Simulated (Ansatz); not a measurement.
HClOSi, SMILES `O[Si]Cl` (excited triplet; H–O–Si–Cl torsion 91°) (charge 0, multiplicity 3). This triplet is an excited state, 2.64 eV above the relaxed singlet at the level frozen-core CCSD(T)/cc-pVTZ // PBE0-D3(BJ)/def2-TZVP (Ansatz, a program for electronic structure).

Cartesian coordinates (Å):
SMILES: O[Si]Cl
```xyz
4

O     -1.0272     0.0717     0.3517
Si     0.3774     0.7194    -0.2210
Cl     2.1395    -0.2807     0.1272
H     -1.4897    -0.5104    -0.2579
```
Charge 0, spin multiplicity 3.

Frozen-core energies in 6-31g from Ansatz at a geometry from PBE0-D3(BJ)/def2-TZVP; the HF reference has <S^2> = 2.01 and the T1 diagnostic is 0.017.

```csv
level,energy (Ha)
HF,-823.73818
MP2,-823.93124
CCSD,-823.94355
```

Q: Estimate the energies of CCSD(T), CCSDT and CCSDT(Q), and give each level's difference from CCSDT(Q).

A: 
| level | energy (Ha) | difference from CCSDT(Q) (mHa) |
|---|---|---|
| MP2 | -823.93124 | 17.33 |
| CCSD | -823.94355 | 5.01 |
| CCSD(T) | -823.94741 | 1.15 |
| CCSDT | -823.94793 | 0.63 |
| CCSDT(Q) | -823.94856 | 0.00 |
